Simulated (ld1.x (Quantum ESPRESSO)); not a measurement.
**How hard is this titanium (Ti) TM potential?**

```
Element                 : Ti
Generator               : ld1.x (Quantum ESPRESSO) 7.5
Type                    : norm-conserving Troullier–Martins (Kleinman–Bylander form)
Functional              : PBE
Relativity              : scalar-relativistic
Frozen core             : [Ne]
Valence charge          : 12
Reference configuration : 3s2 3p6 3d2 4s2 4p0
Partial waves           : 3p (bound): rc 1.15 bohr; 3d (bound): rc 2.30 bohr; 4f channel at 0.2 Ry: rc 1.95 bohr; 3s (bound): rc 1.15 bohr
Local potential         : the s channel
Core correction         : a·sin(br)/r model core inside 0.85 bohr
```

Occupied shells without a wave of their own: 4s. They enter only through the test configuration that unscreens the potential, and ld1.x also counts them in the model core charge.

The pseudo-atom Hamiltonian at the reference potential is diagonalised in spherical Bessel functions j_l(qr) that vanish at 20 bohr, with q² up to the cutoff. All-electron valence levels (Ry): 3p -2.8562, 4p -0.1078, 3d -0.3130, 3s -4.6035, 4s -0.3283.

Problem. How do the lowest levels (Ry) of each channel move with the cutoff, and are there ghosts?

Solution.

```tsv
cutoff (Ry)	p #1	p #2	d #1	f #1	s #1	s #2	s #3	Σ f·Δε (mRy)
8	-1.6834	-0.0527	0.0333	0.1040	-4.1928	-0.2978	0.0054	8623.6
15	-2.5177	-0.0893	0.0137	0.1040	-4.2240	-0.3065	0.0041	3498.8
30	-2.8413	-0.1073	-0.2509	0.1040	-4.4698	-0.3213	0.0023	506.7
45	-2.8504	-0.1082	-0.3117	0.1040	-4.5800	-0.3316	0.0010	89.4
70	-2.8545	-0.1084	-0.3129	0.1040	-4.5896	-0.3330	0.0008	40.5
100	-2.8561	-0.1085	-0.3130	0.1040	-4.5999	-0.3336	0.0007	8.8
160	-2.8562	-0.1085	-0.3130	0.1040	-4.6030	-0.3339	0.0007	1.1
230	-2.8563	-0.1085	-0.3130	0.1040	-4.6035	-0.3339	0.0007	0.1
400	-2.8563	-0.1085	-0.3130	0.1040	-4.6035	-0.3339	0.0007	0.0
```

Result: no extra level below or beside the all-electron valence levels (p, d, f, s tested); 10 mRy is reached at 100 Ry and 1 mRy at 180 Ry.

ld1.x takes every shell without a wave as core, so the model core holds the 4s electrons as well and exchange and correlation see them twice. This cancels in the reference configuration, but the file is broken for other ones, and its errors say nothing about a proper core correction. Its largest configuration-test error is -1224 meV.
